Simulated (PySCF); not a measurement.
NMR data simulated for an unnamed compound:

¹H NMR (400 MHz, computed): δ 4.95 (s, 2H), 4.03 (q, 2H), 1.41 (t, 3H).

¹³C{¹H} NMR (computed): δ 124.6 (C), 63.6 (CH2), 20.4 (CH3).

A single conformation, relativity neglected, one averaged value for each set of equivalent atoms, isolated molecule. Shieldings: GIAO PBE0/pcSseg-1; coordinates at the GFN2-xTB level; PySCF 2.14.

References, each an isolated molecule treated in the same way: ¹H, ¹³C vs TMS.

Task: Which of these does the molecule contain: a ketone, a non-aromatic C=C double bond, a CH3CH2 unit, a methoxy group, a Si–H bond, a nitrile?

Result: 
- A ketone: no.
- A non-aromatic C=C double bond: no.
- A CH3CH2 unit: yes (δC 20.4, 63.6; δH 1.41 (t), 4.03 (q)).
- A methoxy group: no.
- A Si–H bond: yes (δH 4.95 (s)).
- A nitrile: yes (δC 124.6).

The data belong to `InChI=1S/C3H7NOSi/c1-2-5-6-3-4/h2,6H2,1H3`; they needn't prove each group on their own.

Carbon signals by region: 1 in the sp2 and nitrile region (100–160 ppm), 1 at 50–100 ppm, 1 below 50 ppm.

Shifts are as computed. Against solution values, carbons near 30 ppm lie about +3 ppm off and those near 130 ppm about +5 ppm (rms about the fit 2.1 ppm; single classes can miss by 10 ppm). Of 1328 compounds with measured shifts, 309 miss one by over three times the rms of a fit or turn the order of signals round; such compounds aren't used in these exercises. Signals without a measured value on file couldn't be tested in this way; 1H shifts scatter by 0.2 ppm about their fit, and single ones miss by 0.5 ppm. Multiplicities follow the n + 1 count of equivalent neighbours, as no J values were calculated; m marks all less simple cases, F and P coupling included.
